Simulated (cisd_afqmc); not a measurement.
Input (AFQMC/CISD/cc-pVDZ; cisd_afqmc is a phaseless AFQMC code with CISD trial states that reads the integrals written by Ansatz):

Ansatz 0.2 input:
```python
import cisd_afqmc

open("ham.yaml", "w").write("""\
crystal:
  periodic: [false, false, false]
  atoms:
    - {symbol: Ge, position_ang: [0.01086032, -0.00616844, 0.41757255]}
    - {symbol: F, position_ang: [0.63163470, 1.16043427, -0.74230093]}
    - {symbol: F, position_ang: [-0.67024917, -1.13850205, -0.74240146]}
basis:
  gaussian:
    orbitals: cc-pVDZ
magnetization: {spin_polarized: false}
correlation: {method: ccsd, electrons: outside_noble_gas, hamiltonian_folder: ham}
""")
rep = cisd_afqmc.ansatz("ham.yaml")
e_ccsd = rep["correlation"]["coupled_cluster"]["energy"]["hartree"]
out = cisd_afqmc.run("ham", e_ccsd, trial="CISD", walkers=200, populations=8, threads=8, dt=0.005, steps=40, early=24, settle=10, least=32,
    cut=5e-5, rank_cut=2e-4, target=0.0004, seconds=1500, seed=1, memory=17280, gpu=False)
```

Output:

```
orbitals 39, occupied [9], factors 205 of 591, rank of the doubles 125 of 270
E(HF) = -2274.289310
E(CCSD) on the cut factors = -2274.752817, shift to the whole factors 0.000003
Energy of the trial state on the determinant = -2274.752801
  tau behind 7.2 of longer steps, mean of the populations' last blocks
   2.0  -2274.76324
   4.0  -2274.76505
   6.0  -2274.76491
   8.0  -2274.76350
  10.0  -2274.76379
  12.0  -2274.76267
blocks 509 (0 outliers left out), error by blocks joined: 1: 0.00024, 2: 0.00029, 4: 0.00034, 8: 0.00039, 16: 0.00038
E(AFQMC/CISD) = -2274.76388 +/- 0.00039
```
